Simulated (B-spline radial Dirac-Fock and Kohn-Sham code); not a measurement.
Model: the Dirac equation of a negative muon with reduced mass in the field of a spherical finite nucleus, with the Uehling potential to all orders; nuclear polarisation, deformation, hyperfine structure, self-energy, higher-order vacuum polarisation, relativistic recoil and electron screening are left out. Program: a B-spline atomic structure program. The nuclear charge is a uniformly charged sphere.

Task: A muonic atom of atomic mass 129.91 u emits these computed lines: 2p3/2 → 1s1/2 3611 keV, 3d5/2 → 2p3/2 1062 keV, 4f7/2 → 3d5/2 373.7 keV, 5g9/2 → 4f7/2 172.2 keV. Which element is it, and what rms charge radius was used?

Result: Tellurium (Z = 52, nuclide ¹³⁰Te); the high transitions hardly feel the nucleus and fix Z. The 2p → 1s line lies 2367 keV below the value for a point nucleus without QED, which for this nuclear model gives a radius near 4.74 fm (4.7423 fm was used).
